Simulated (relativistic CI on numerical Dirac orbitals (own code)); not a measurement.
## Crystal-field levels of Tc2+, 4d5

Calculated by Dirac-Coulomb-Breit CI, orbitals from a KLI potential per configuration, model QED (radiative potential, 1s self-energy scaled to tabulated hydrogen-like ionisation energies), valence Slater integrals scaled by 0.85, one configuration in a parametric crystal field (own radial code).

Field parameters in Wybourne normalisation: Oh B⁴₀ = 21Dq, B⁴₄ = √(5/14) B⁴₀. The field is a parameter set, without covalency.

S is read from ⟨S²⟩ = S(S + 1).

Site symmetry Oh; labels are those of the double group. Computed levels in cm⁻¹ above the lowest, in rising order:

```csv
Δ (size of 10Dq),Lowest,No. 2,No. 3,No. 4,No. 5,No. 6,No. 7,No. 8
4700,Γ7,0 Γ8,17042 Γ7,17217 Γ8,17339 Γ8,17503 Γ6,19224 Γ7,19429 Γ8
8500,Γ7,0 Γ8,13260 Γ7,13653 Γ8,13871 Γ8,14059 Γ6,16614 Γ7,17041 Γ8
12250,Γ7,1 Γ8,8414 Γ7,9643 Γ8,10321 Γ8,10529 Γ6,11227 Γ7,11340 Γ8
16000,Γ7,20 Γ8,1976 Γ7,3488 Γ8,6786 Γ8,6995 Γ6,7014 Γ8,7172 Γ7
19800,Γ7,1506 Γ8,5055 Γ8,5081 Γ7,8349 Γ8,8522 Γ6,8591 Γ8,8734 Γ7
23550,Γ7,1473 Γ8,10910 Γ8,11015 Γ7,11880 Γ8,12047 Γ6,13401 Γ8,13446 Γ7
27350,Γ7,1449 Γ8,14992 Γ8,15114 Γ7,15508 Γ8,15681 Γ6,20268 Γ8,20309 Γ7
31100,Γ7,1430 Γ8,18700 Γ8,18814 Γ7,19124 Γ8,19301 Γ6,24072 Γ6,24102 Γ8
34850,Γ7,1414 Γ8,22374 Γ8,22479 Γ7,22763 Γ8,22945 Γ6,27743 Γ6,27773 Γ8
38650,Γ7,1401 Γ8,26096 Γ8,26195 Γ7,26469 Γ8,26654 Γ6,31473 Γ6,31503 Γ8
42400,Γ7,1389 Γ8,29775 Γ8,29869 Γ7,30140 Γ8,30327 Γ6,35162 Γ6,35192 Γ8
```

Ground-state S against |10Dq| in cm⁻¹: 4700: 2.49, 8500: 2.49, 12250: 2.49, 16000: 2.45, 19800: 0.55, 23550: 0.52, 27350: 0.51, 31100: 0.51, 34850: 0.51, 38650: 0.50, 42400: 0.50.

The spin changes between |10Dq| = 16000 and 19800 cm⁻¹.
